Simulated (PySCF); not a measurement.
Spectrum to structure. Computed with TDDFT wB97X-D/def2-SVPD, vertical, gas phase, core orbitals frozen in the response in PySCF. Geometries: GFN2-xTB, one conformer each.

| state | E (eV) | f |
| --- | --- | --- |
| S1 | 5.40 | 0.0021 |
| S2 | 6.30 | 0.0017 |
| S3 | 6.36 | 0.041 |
| S4 | 6.55 | 0.018 |
| S5 | 6.64 | 0.0025 |
| S6 | 6.71 | 0.023 |
| S7 | 6.72 | 0.048 |
| S8 | 6.98 | 0.022 |

Triplets computed (Tamm–Dancoff): 4.88, 5.41, 5.87 eV.

Orbital energies (eV): HOMO-3 -9.75, HOMO-2 -9.54, HOMO-1 -9.34, HOMO -8.68, LUMO 1.53, LUMO+1 1.96, LUMO+2 2.10.

Question: Which structure fits?
A. `CS[Si@H](O)CC=O`
B. `C(#C)CS[SiH](N)N`
C. `CN[Si@H](C#N)SC`

Answer: B. Its S1 lies at 5.40 eV; the nearest of the others has S1 at 5.76 eV. S1 is HOMO→LUMO (81%). Löwdin shares by element: HOMO sulfur 70%, carbon 13% or more, silicon 6%; LUMO sulfur 35%, carbon 18% or more, silicon 15% (atoms not listed hold the other 32%). At the same level the other candidates give, for their lowest levels:
- `CN[Si@H](C#N)SC`: 5.76 eV (f 0.016); 5.97 eV (f 0.010); 6.11 eV (f 0.011); 6.37 eV (f 0.001); 6.51 eV (f 0.024); T1 5.41 eV; HOMO -9.13, LUMO 0.98 eV
- `CS[Si@H](O)CC=O`: 4.34 eV (f 0.004); 5.73 eV (f 0.000); 5.74 eV (f 0.004); 6.76 eV (f 0.011); 6.82 eV (f 0.042); T1 3.82 eV; HOMO -8.84, LUMO 0.42 eV

Shape of the structure used: `[CH:1]#[C:2][CH2:3][S:4][SiH:5]([NH2:6])[NH2:7]`: C2–C3–S4–Si5 -72°, C3–S4–Si5–N6 161°, H–N6–Si5–S4 166°, H–N6–Si5–S4 24°, H–N7–Si5–S4 36°, H–N7–Si5–S4 -179°.
